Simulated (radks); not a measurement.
Dispersion coefficients C6 (hartree bohr^6) between ground-configuration atoms and ions, from the Casimir-Polder integral (3/pi) of alpha_A(iw) alpha_B(iw). Method: non-relativistic Kohn-Sham, PBE, spin-polarised, spherical densities, point nucleus; open shells are filled with parallel spins first (spin-orbit coupling, left out, can overturn this in heavy ions); computed with a radial shooting solver on a logarithmic mesh with Libxc functionals. Response by self-consistent Sternheimer equations with the Hartree and adiabatic LDA kernel. For heavy and open-shell atoms this level of theory can miss by tens of per cent.

\begin{tabular}{lrrrrrrr}
C6 & Cd & Cd+ & Cd2+ & Cd3+ & Cd4+ & Cd5+ & Cd6+ \\ \hline
Cd & 520.1 &  &  &  &  &  &  \\
Cd+ & 274.6 & 149.8 &  &  &  &  &  \\
Cd2+ & 93.49 & 56.23 & 26.98 &  &  &  &  \\
Cd3+ & 67.76 & 41.51 & 20.77 & 16.14 &  &  &  \\
Cd4+ & 51.68 & 32.08 & 16.53 & 12.94 & 10.43 &  &  \\
Cd5+ & 40.83 & 25.60 & 13.48 & 10.61 & 8.585 & 7.092 &  \\
Cd6+ & 33.11 & 20.91 & 11.19 & 8.842 & 7.182 & 5.949 & 5.002 \\
\end{tabular}

Static polarisabilities (bohr^3): Cd ([Kr] 4d10 5s2) 56.26, Cd+ ([Kr] 4d10 5s1) 25.64, Cd2+ ([Kr] 4d10) 5.375, Cd3+ ([Kr] 4d9) 3.651, Cd4+ ([Kr] 4d8) 2.666, Cd5+ ([Kr] 4d7) 2.043, Cd6+ ([Kr] 4d6) 1.620. The combination rule 2 Ca Cb / ((alpha_b/alpha_a) Ca + (alpha_a/alpha_b) Cb) gives 12.92 for Cd4+-Cd3+, against 12.94 from the integral.
